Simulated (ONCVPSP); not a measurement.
titanium (Ti): excitation energies, all-electron against ONCV

ONCVPSP 4.0.1 input, shortened (lines: element, Z, core and valence counts, functional; n l f; lmax; l rc ep ncon nbas qcut; lloc lpopt rc5 dvloc0; l nproj debl; icmod fcfact rcfact), PW91, scalar-relativistic:

```
  Ti 22.00    4    3  -109134      upf
    1    0    2.00
    2    0    2.00
    2    1    6.00
    3    0    2.00
    3    1    6.00
    3    2    2.50
    4    0    1.50
    2
    0    2.90    0.00    4    9    1.90
    1    1.60    0.00    4    8    8.30
    2    2.35    0.00    4    8    6.00
    4    5    1.40    0.00
    0    3    3.50
    1    2    2.10
    2    1    1.70
    0    0.00    0.00
```

Energies are relative to the spin-unpolarised reference configuration 3p6 3d2.5 4s1.5; without spin polarisation the order of configurations can differ from experiment.

| valence configuration | charge | ΔE all-electron (eV) | error AE − PS (meV) |
| --- | --- | --- | --- |
| 3p6 3d2 4s1 | +1 | 7.050 | +11 |
| 3p6 3d2 4s0 | +2 | 20.642 | -2.0 |
| 3p6 3d2 4s1 4p1 | 0 | 2.746 | +18 |

**Question.** What are ΔE and the potential's error for 3p6 3d2 4s2?

**Answer.** ΔE = -0.343 eV all-electron; the error (AE − PS) is +20 meV.

Levels in the configuration 3p6 3d2 4s1 4p1:

| level | all-electron (eV) | pseudo (eV) |
| --- | --- | --- |
| 3p | -40.242 | -40.184 |
| 3d | -5.547 | -5.454 |
| 4s | -5.266 | -5.277 |
| 4p | -2.099 | -2.103 |

Note: no bound ghost flagged; GHOST(+) flagged for s at 119.5 eV.
